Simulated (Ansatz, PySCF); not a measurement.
CH4OSeTe, SMILES O(C)[Te][SeH]. Atoms are numbered in the order given.

```xyz
8

Te     0.4914    -0.0446     0.7517
O      1.6624    -0.8137    -0.6738
C      1.2040    -1.9614    -1.3347
H      0.2943    -1.7641    -1.9332
H      2.0021    -2.2745    -2.0274
H      0.9895    -2.8004    -0.6460
Se    -1.4037     0.8657    -0.6149
H     -2.2574    -0.3373    -0.5667
```

The structure is a stationary point at PBE0-D3(BJ)/def2-SVP. This is a generated structure with no PubChem entry under its InChIKey; it may be hypothetical. The def2 effective core potentials stand for the cores of Te; spin–orbit coupling is left out. Other conformers were not sampled.

Two levels are set side by side: PBE-D3(BJ)/def2-SVP (Ansatz, a program for electronic structure) and PBE0-D3(BJ)/def2-SVP (Ansatz). Each level has its own optimised geometry; the coordinates shown are those of the second. Frequencies come from the Hessian of PySCF at each geometry. Differences are taken from unrounded values.

| quantity | PBE0-D3(BJ) | PBE-D3(BJ) | PBE-D3(BJ) minus PBE0-D3(BJ) |
|---|---|---|---|
| mean bond length (Å) | 1.528 | 1.546 | 0.018 |
| bond Te1–O2 (Å) | 1.999 | 2.037 | 0.038 |
| bond Te1–Se7 (Å) | 2.508 | 2.536 | 0.028 |
| bond O2–C3 (Å) | 1.402 | 1.416 | 0.014 |
| bond C3–H4 (Å) | 1.107 | 1.116 | 0.009 |
| bond C3–H5 (Å) | 1.102 | 1.111 | 0.009 |
| bond C3–H6 (Å) | 1.106 | 1.115 | 0.009 |
| bond Se7–H8 (Å) | 1.476 | 1.492 | 0.016 |
| highest harmonic wavenumber (cm⁻¹) | 3125 | 3023 | -102 |
| mean harmonic wavenumber (cm⁻¹) | 1222 | 1172 | -49 |
| zero-point energy (kcal/mol) | 31.43 | 30.17 | -1.27 |

Exact exchange shortens and stiffens bonds; PBE has none. Differences between two approximate levels are no errors against the true value.
